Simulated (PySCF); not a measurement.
C5H8O, charge -1, doublet, at a GFN2-xTB geometry (a state made from the parent by changing its charge; the spin is typed, not shown lowest) (in this run its highest filled SCF level lies above zero, so its values depend strongly on the basis, on diffuse functions most of all), atoms displaced at random by about 0.08 Å a coordinate. Base run: B3LYP/STO-3G, gradient (PySCF).

Input for PySCF:
```python
from pyscf import gto, scf, dft

mol = gto.M(
    atom='''
O     0.766449    1.842613   -0.732358
C     0.327278    0.927863    0.063413
C     1.248363   -0.503650    0.058859
C    -0.065927   -1.473096   -0.037604
C    -1.273766   -0.843211    0.741990
C    -1.103160    0.559805    0.058451
H     1.958301   -0.719427   -0.654945
H     1.600089   -0.542902    1.279650
H     0.363289   -2.635759    0.661561
H    -0.133612   -1.738240   -1.137734
H    -1.147568   -0.852418    1.658486
H    -2.058137   -1.423514    0.319005
H    -1.430212    0.467301   -1.000389
H    -1.683915    1.328234    0.744075
''',
    basis='sto-3g',
    charge=-1,
    spin=1,
    verbose=4,
)

mf = dft.UKS(mol)
mf.xc = 'b3lyp'
mf.kernel()
g = mf.nuc_grad_method()
grad = g.kernel()
```

The coordinate followed is x of atom 6.

Variants of this job, named by their change:

```
change                                                  dE/dx (Eh/bohr)  net force (Eh/bohr)
------------------------------------------------------  ---------------  -------------------
base                                                           0.063545             0.000076
grids.level = 0; grid_response = off                           0.062670             0.008005
grids.level = 1; grid_response = on                            0.063567             0.000000
grid_response = on                                             0.063570             0.000000
conv_tol = 1e-11                                               0.063545             0.000076
finite difference step (bohr) = 0.2; conv_tol = 1e-11          0.070141                    -
finite difference step (bohr) = 0.01; conv_tol = 1e-11         0.063587                    -
density fitting = on                                           0.063518             0.000076
grids.level = 1; grid_response = off                           0.063564             0.000380
finite difference step (bohr) = 1e-3; conv_tol = 1e-11         0.063571                    -
grids.level = 5; grid_response = on                            0.063560             0.000000
finite difference step (bohr) = 1e-4; conv_tol = 1e-11         0.063570                    -
```

The net force is zero for an exact gradient.

Open shells are given as the SCF converged; they aren't shown to be the lowest states, and a large step between rows can be another state.
